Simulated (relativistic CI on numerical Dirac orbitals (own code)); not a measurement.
**Inner-shell lines of Kr**

Calculated at this level of theory: Dirac-Coulomb-Breit CI, KLI orbitals optimised for each configuration, model QED, unscaled Slater integrals (own radial code, finite nucleus).

Configuration list (outside the closed core 1s2 2s2 3s2 3p6 3d10 4s2 4p6): 2p6, 2p5 4d, 2p5 5s, 2p5 5d. Levels of other configurations are missing.

The table holds the strongest lines. The upper levels have an inner-shell vacancy. Auger decay, open to those above the ionisation limit, is not computed, and radiative decays to configurations outside the model are missing too. Absolute energies can be off by a few tenths of a per cent, and with unscaled integrals term splittings come out 10 to 25 % too wide, so close lines can change order. LS names give the leading component, which can be well under half, for lower levels too. Brackets number the levels in order of energy.

| λ (Å) | Upper | Lower | A (s⁻¹) | gA (s⁻¹) |
| --- | --- | --- | --- | --- |
| 7.40079 | 2p5 5s 1P°_1 [3] | 2p6 1S_0 [1] | 1.50e+10 | 4.51e+10 |
| 7.39142 | 2p5 4d 3P°_1 [6] | 2p6 1S_0 [1] | 5.08e+09 | 1.52e+10 |
| 7.39132 | 2p5 4d 1P°_1 [11] | 2p6 1S_0 [1] | 1.02e+11 | 3.05e+11 |
| 7.38831 | 2p5 5d 3P°_1 [14] | 2p6 1S_0 [1] | 3.55e+09 | 1.06e+10 |
| 7.38823 | 2p5 5d 1P°_1 [19] | 2p6 1S_0 [1] | 8.50e+10 | 2.55e+11 |
| 7.17399 | 2p5 5s 3P°_1 [21] | 2p6 1S_0 [1] | 6.74e+09 | 2.02e+10 |
| 7.16509 | 2p5 4d 3D°_1 [25] | 2p6 1S_0 [1] | 5.73e+10 | 1.72e+11 |
| 7.16218 | 2p5 5d 3D°_1 [29] | 2p6 1S_0 [1] | 4.73e+10 | 1.42e+11 |
